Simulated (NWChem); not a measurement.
# CH2F4Si; SMILES FC[Si](F)(F)F

```xyz
8

F     -0.2594     2.2657     0.0000
C      0.7641     1.3173     0.0000
Si     0.0145    -0.4021     0.0000
F     -0.8877    -0.6482     1.2885
F     -0.8877    -0.6482    -1.2885
F      1.1910    -1.4802     0.0000
H      1.3941     1.4711     0.8859
H      1.3941     1.4711    -0.8859
```
Atoms are numbered in this order, from 1.

Level: B3LYP/6-31G* (spherical d) (NWChem), optimised geometry, unscaled harmonic frequencies. 

Task: List the harmonic frequencies with IR intensities, and the thermochemistry.

Result: 
```csv
frequency (cm⁻¹),IR intensity (km/mol)
60,5.6
122,3.4
198,0.2
262,2.9
311,15.6
337,33.8
417,68.7
680,0.2
802,0.5
892,151.4
1005,136.6
1019,175.8
1072,90.5
1245,6.4
1360,0.9
1506,4.5
3042,14.4
3089,17.7
```

```
Quantity                                                                            Value
-----------------------------------------------------------------------  ----------------
zero-point energy                                                           24.9 kcal/mol
thermal correction to the enthalpy at 298.15 K (with zero-point energy)     29.8 kcal/mol
heat capacity Cv                                                         21.6 cal/(mol K)
entropy at 298.15 K and 1 atm (symmetry number 1)                        83.4 cal/(mol K)
dipole moment                                                                      1.98 D
```

Rigid rotor and harmonic oscillator; modes under 100 cm⁻¹ make the entropy uncertain.
